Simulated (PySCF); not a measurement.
# Excitation energy of Pd⁺ by level of theory

Pd⁺ [Kr] 4d9 (2D) → Pd⁺ [Kr] 4d8 5s1 (4F), as a difference of total energies. Computed with PySCF 2.14 in def2-QZVPPD with the def2 core potential (28 electrons) (7s5p4d4f2g, 88 functions), with scalar relativity through the core potential. Correlated levels: valence: 4s2 4p6 frozen; valence and next inner shell: nothing frozen outside the core potential. The calculations carry no spin-orbit coupling.

```csv
method,excitation energy (eV),error (eV)
UHF,2.327,-0.867
LDA,3.022,-0.172
PBE,2.879,-0.315
PBE0,2.934,-0.260
r2SCAN,2.569,-0.625
r2SCANh,2.615,-0.579
r2SCAN0,2.682,-0.512
M06,3.905,+0.711
LC-wPBE,3.167,-0.027
MP2 (valence),3.348,+0.154
SCS-MP2 (valence),3.474,+0.280
MP2 (valence and next inner shell),3.210,+0.016
SCS-MP2 (valence and next inner shell),3.246,+0.052
```

Reference: 3.194 eV (measured; NIST levels, between the centres of gravity of the two terms).

Errors of the correlated levels include the incompleteness of this basis and the frozen core.
